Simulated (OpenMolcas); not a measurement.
# O²⁺: effect of the active space

- Program: OpenMolcas 26.06
- Method: SS-CASPT2 or its RAS form, IPEA 0.25 Eh, imaginary shift 0.1 Eh
- Basis: ANO-RCC-VTZP
- Scalar Hamiltonian: DKH2, point nucleus
- Spin-orbit coupling: RASSI with atomic mean-field integrals over the reference wave functions, term energies averaged over their components

A. 2 electrons in 3 orbitals (2p); 2S+1 = 3 even, 3 roots; 2S+1 = 1 even, 6 roots; closed shells correlated: 1s 2s; CASPT2 step of the order of 0.9 core-seconds
B. 4 electrons in 4 orbitals (2s 2p); 2S+1 = 3 even, 6 roots; 2S+1 = 1 even, 11 roots; 2S+1 = 5 odd, 1 root; 2S+1 = 3 odd, 9 roots; 2S+1 = 1 odd, 8 roots; closed shells correlated: 1s; CASPT2 step about 2.5 core-seconds
C. 4 electrons in 8 orbitals (2s 2p 3s 3p); 2S+1 = 3 even, 3 roots; 2S+1 = 1 even, 11 roots; 2S+1 = 5 odd, 1 root; 2S+1 = 3 odd, 9 roots; 2S+1 = 1 odd, 8 roots; closed shells correlated: 1s; CASPT2 step about 7 core-seconds
D. 4 electrons in 9 orbitals (RAS2 2s 2p; RAS3 3d, at most 2 electrons); 2S+1 = 3 even, 6 roots; 2S+1 = 1 even, 11 roots; 2S+1 = 5 odd, 1 root; 2S+1 = 3 odd, 9 roots; 2S+1 = 1 odd, 8 roots; closed shells correlated: 1s; CASPT2 step of the order of 16 core-seconds

Energies in eV above 2s2 2p2 3P0, the measured ground level; measured values from Moore, Selected Tables of Atomic Spectra, NSRDS-NBS 3, section 11.

| Level | A | B | C | D | Measured |
| --- | --- | --- | --- | --- | --- |
| 2s2 2p2 3P0 | 0.0000 | 0.0000 | 0.0000 | 0.0000 | 0.0000 |
| 2s2 2p2 3P1 | 0.0141 | 0.0131 | 0.0136 | 0.0131 | 0.0140 |
| 2s2 2p2 3P2 | 0.0417 | 0.0386 | 0.0400 | 0.0386 |  |
| 2s2 2p2 1D2 | 2.575 | 2.545 | 2.591 | 2.601 | 2.5136 |
| 2s2 2p2 1S0 | 5.842 | 5.322 | 5.379 | 5.497 | 5.3543 |

Deviations, from unrounded energies. A percentage is the sum of absolute deviations over the sum of measured energies, with the sign that they share, or ± where signs differ.

```csv
Against measurement,Levels,A,B,C,D
mean absolute deviation (cm-1),3,1500,170,280,620
fine structure of the ground term (%),1,+0.6,-6.7,-3.4,-6.9
other terms of the ground configuration (%),2,+7.0,±0.8,+1.3,+2.9
```

B lies closest to measurement on these levels and A furthest from it. The largest miss of B in the table is 2s2 2p2 1S0, by -260 cm-1. The ranking rests on the paired levels alone, and a cruder setting can come out closer through cancelling errors.

Among A to D the level of the table that moves most is 2s2 2p2 1S0, by 4200 cm-1 (lowest in B, highest in A). Moves below CASPT2's spread within the term are not significant.

Term energies are means over components that CASPT2 splits; among the terms shown or strongly mixed into the levels shown the widest spread is 70 cm-1 (2s2 2p2 1D, A). With the s shell closed, the reference lacks s² → p² mixing (holds for A). Active for correlation alone: 3p 3s; no level in the range computed is led by a configuration that fills them, so any true level of that kind is missing (holds for C). Active for correlation alone: 3d; no level in the range computed is led by a configuration that fills it, so any true level of that kind is missing (holds for D). Measured partners are found by configuration, term and J. A level has none where our copy of the source lacks it or the pairing is in doubt (some pairs that miss far off the trend of their configuration count as doubtful), and it then counts in no deviation. Only configurations of the active space appear. Levels that lie high or do not pair safely by name in every column are left out.
